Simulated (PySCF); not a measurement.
C6H5F.
Atom-mapped SMILES: `[CH:1]#[C:2][C:3]1=[CH:4][CH2:5][C@H:6]1[F:7]` (hydrogens: H8 on C1; H9 on C4; H10, H11 on C5; H12 on C6)

Computed, not measured: PySCF 2.14.0, density-fitted response routines, TDDFT PBE0/def2-SVPD, vertical, gas phase, core orbitals frozen in the response. Isolated species at its GFN2-xTB geometry, gas phase.

```tsv
state	E (eV)	E (kJ/mol)	λ (nm)	f	main configurations (H = HOMO, L = LUMO)
S1	5.20	502	238.3	0.0003	H-1→L (97%)
S2	5.48	529	226.2	0.265	H→L (86%), H-1→L+1 (10%)
S3	6.09	587	203.6	0.0007	H→L+1 (93%)
S4	6.69	645	185.4	0.0055	H-2→L (91%)
S5	6.95	671	178.4	0.0094	H-3→L (75%), H-4→L (13%)
S6	6.99	674	177.4	0.0089	H→L+2 (90%)
S7	7.36	710	168.5	0.169	H-4→L (40%), H-1→L+1 (22%), H→L+4 (19%)
S8	7.46	720	166.1	0.0080	H→L+3 (91%)
```

Triplets (Tamm–Dancoff): T1 3.32 eV, H→L (96%); T2 4.84 eV, H-1→L (89%); T3 5.40 eV, H-1→L+1 (56%), H-4→L (10%).

The lowest singlet lies at 5.20 eV (238 nm, ultraviolet) and is dark (f under 0.0005); its leading configuration is HOMO-1→LUMO (97%). The strongest level in the table is S2 at 5.48 eV (226 nm, f = 0.265). Löwdin shares by element: HOMO carbon 82% or more (atoms not listed hold the other 18%); LUMO carbon 81% or more (atoms not listed hold the other 19%). Weighted by f, the mean energy of these states is 6.27 eV. The listed states span 2.26 eV. Orbital energies (eV): HOMO-3 -9.68, HOMO-2 -9.32, HOMO-1 -8.11, HOMO -7.23, LUMO -1.21, LUMO+1 0.58, LUMO+2 0.88. No computed singlet lies in the visible range (380 to 750 nm); the lowest, at 238 nm, stands 1.94 eV above its violet end (3.26 eV). Only the lowest 8 singlets were computed, as vertical energies without vibronic structure.
